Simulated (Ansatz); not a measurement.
Born–Oppenheimer molecular dynamics of ClF₃H₂OW (8 atoms, charge 0, multiplicity 1). It starts at the highest image of a converged band. Of that band: The profile has 3 maxima (images 1, 3, 5) with wells between them (images 2, 4): this band takes more than one step, which may be the mechanism or a detour left from its start path. Neighbouring images differ by up to 1.2 eV, so the band resolves the path poorly. A vibrational analysis at the climbing image gives one clearly imaginary mode, 393i cm⁻¹: a first-order saddle point.

All numbers below come from RKS PBE0/def2-SVP in Ansatz.

- ensemble: NVE (velocity Verlet)
- time step: 0.5 fs
- steps asked: 200
- starting velocities drawn for: 300 K
- seed: 9779

First frame:

```xyz
8
Properties=species:S:1:pos:R:3
W -0.410 -0.006 -0.089
H 1.159 0.033 1.004
F 1.804 0.267 0.184
F -0.447 1.738 0.533
F -2.233 -0.132 0.216
Cl -0.113 -2.242 0.174
O 0.302 0.236 -1.791
H 1.275 0.358 -1.789
```

**Question.** How far do the bonds stretch over the last three quarters of this one trajectory? (Pairs bonded in most of those frames.)

**Answer.** 
```json
{"bond": "W1–H2", "mean (Å)": "1.724", "spread (Å)": "0.079", "shortest": "1.58", "longest": "1.89"}
{"bond": "W1–F3", "mean (Å)": "1.931", "spread (Å)": "0.114", "shortest": "1.76", "longest": "2.16"}
{"bond": "W1–F4", "mean (Å)": "1.847", "spread (Å)": "0.021", "shortest": "1.81", "longest": "1.88"}
{"bond": "W1–F5", "mean (Å)": "1.860", "spread (Å)": "0.032", "shortest": "1.81", "longest": "1.92"}
{"bond": "W1–Cl6", "mean (Å)": "2.299", "spread (Å)": "0.035", "shortest": "2.23", "longest": "2.34"}
{"bond": "W1–O7", "mean (Å)": "1.869", "spread (Å)": "0.045", "shortest": "1.81", "longest": "1.95"}
{"bond": "O7–H8", "mean (Å)": "0.977", "spread (Å)": "0.017", "shortest": "0.95", "longest": "1.02"}
```

Pairs bonded in part of these frames only: W1–H8 19 %.

Mean temperature of the second half: 1073 K. The conserved energy stayed within 0.14 meV per atom of its start (net change 0.061 meV per atom), so the integration is sound. The kinetic energy rose, since the run started high on the potential surface and went downhill. A run of 0.1 ps of so small a system gives no equilibrium averages. The orbitals stay closed-shell, which can raise the energy where a bond breaks towards radicals; this wasn't checked here.

Time of the run: 2.8 min on 4 threads of AMD EPYC 9R45 96-Core Processor (Zen 5), on a shared host, peak memory 0.31 GiB.
